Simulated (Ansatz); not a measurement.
Reaction (substitution at a C–Si bond): `O/C=C/[SiH3]` + HI → `O/C=C\I` + SiH₄

Isolated molecules relaxed with PBE0-D4/def2-TZVP in Ansatz; ΔE leaves out vibrations. CCSD(T)/CBS adds triple-zeta CCSD(T) − MP2 to the extrapolated MP2 energy (def2 sets, frozen cores). This one scheme is used for every species. Double bonds are as drawn, so ΔE can hold a change between cis and trans. DFT in def2-TZVPP. B3LYP here is the variant with VWN-RPA as its local correlation; programs differ in this. def2 core potentials past Kr. For I outer-core shells are correlated without core-valence functions, which leaves a few kJ/mol of doubt a bond. One conformer a species, not always the lowest.

```json
{"level": "B97M-V", "ΔE (kcal/mol)": "11.5"}
{"level": "r2SCAN0-D4", "ΔE (kcal/mol)": "11.5"}
{"level": "B3LYP", "ΔE (kcal/mol)": "10.7"}
{"level": "BHLYP", "ΔE (kcal/mol)": "12.0"}
{"level": "LC-ωPBE", "ΔE (kcal/mol)": "11.8"}
{"level": "HF/def2-TZVPP", "ΔE (kcal/mol)": "13.5"}
{"level": "CCSD(T)/def2-TZVPP", "ΔE (kcal/mol)": "10.4"}
{"level": "MP2/CBS(def2)", "ΔE (kcal/mol)": "8.7"}
```

(1) What does CCSD(T)/CBS give? (Best estimate.)

(2) What do rigid-rotor, harmonic-oscillator terms from PBE0-D4/def2-TZVP frequencies (298.15 K, 1 bar) make of the CCSD(T)/CBS value? (Best estimate.)

Largest T1 diagnostic among the species: 0.013.

Answers

(1) Computed: +9.7 kcal/mol. The listed levels differ from it by 1.8, 1.8, 1.0, 2.3, 2.1, 3.8, 0.7, -1.0 kcal/mol.

(2) Computed: ΔZPE = +0.4 kcal/mol, ΔH = +9.8 kcal/mol, ΔS = -6 J/(mol·K), ΔG = +10.2 kcal/mol.

From BLYP to BHLYP (50 % exact exchange), in def2-TZVPP and without D4, ΔE moves by +2.3 kcal/mol. At CCSD(T), def2-SVP lies +2.3 kcal/mol from the extrapolated value and def2-TZVPP +0.7 kcal/mol.
